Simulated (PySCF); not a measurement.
**Excitation energy of Cs by level of theory**

Cs [Xe] 6s1 (2S) → Cs [Xe] 5d1 (2D), as a difference of total energies. Computed with PySCF 2.14 in aug-cc-pVQZ-X2C (10s9p7d4f2g, 118 functions), with scalar relativity by spin-free X2C-1e. The calculations carry no spin-orbit coupling.

```csv
method,excitation energy (eV)
UHF,1.709
LDA,1.590
PBE,1.452
PBE0,1.502
r2SCAN,1.450
TPSSh,1.388
B3LYP,1.529
```

Which method comes closest to the reference value, and which is furthest?

The reference is 1.805 eV (measured; NIST levels, between the centres of gravity of the two terms). Closest: UHF (error -0.096 eV); furthest: TPSSh (error -0.417 eV).
